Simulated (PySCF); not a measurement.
AlCl, SMILES [Al][Cl] (connectivity only; charge and spin as stated), neutral, multiplicity 1.

The structure is a stationary point at PBE0-D3(BJ)/def2-TZVPD.

Computed with PySCF 2.14.0 with TDA-PBE/def2-TZVPD.

Vertical excitations; the highest root listed may be one member of a degenerate set. Gas-phase values at a fixed geometry. State labels are in the subgroup C2v.

| state | symmetry | energy (eV) | λ (nm) | f | main pairs |
|---|---|---|---|---|---|
| S1 | B2 | 4.75 | 261 | 0.221 | HOMO→LUMO+1 (degenerate set) |
| S2 | B1 | 4.75 | 261 | 0.221 | HOMO→LUMO (degenerate set) |
| S3 | A2 | 5.52 | 225 | 0.000 | HOMO−2→LUMO+1 50 %, HOMO−1→LUMO 50 % |
| S4 | A1 | 5.58 | 222 | 0.000 | HOMO−1→LUMO+1, HOMO−2→LUMO (degenerate set) |
| S5 | A2 | 5.58 | 222 | 0.000 | HOMO−1→LUMO, HOMO−2→LUMO+1 (degenerate set) |
| S6 | A1 | 6.03 | 206 | 0.075 | HOMO→LUMO+2 56 %, HOMO−2→LUMO 20 %, HOMO−1→LUMO+1 20 % |
| S7 | A1 | 6.47 | 192 | 0.017 | HOMO→LUMO+3 90 % |
| S8 | A1 | 6.78 | 183 | 0.772 | HOMO→LUMO+2 29 %, HOMO−2→LUMO 20 %, HOMO−1→LUMO+1 20 %, HOMO→LUMO+4 13 % |
| S9 | A1 | 7.29 | 170 | 0.000 | HOMO→LUMO+6 (degenerate set) |
| S10 | A2 | 7.29 | 170 | 0.000 | HOMO→LUMO+5 (degenerate set) |
| T1 | B2 | 2.81 | 441 | 0 | HOMO→LUMO+1 (degenerate set) |
| T2 | B1 | 2.81 | 441 | 0 | HOMO→LUMO (degenerate set) |
| T3 | A1 | 5.00 | 248 | 0 | HOMO→LUMO+2 82 % |
| T4 | A1 | 5.25 | 236 | 0 | HOMO−1→LUMO+1 43 %, HOMO−2→LUMO 43 %, HOMO→LUMO+2 14 % |
Triplets are in the Tamm–Dancoff approximation.
